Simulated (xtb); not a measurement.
xtb input:

```bash
xtb mol.xyz --gfn 2 --ohess tight --chrg 0 --uhf 0
```
mol.xyz:
```
5

C      1.07509557     0.01293723    -0.20137333
C     -0.09952061     0.13143182    -0.10368878
O     -1.42166230     0.32800613     0.04177839
H      2.19029631    -0.08861402    -0.29505692
H     -1.78073841    -0.39544862     0.50952917
```

Problem. Which total energy does the run end on?

Solution. -9.27869 Eh (GFN2-xTB).
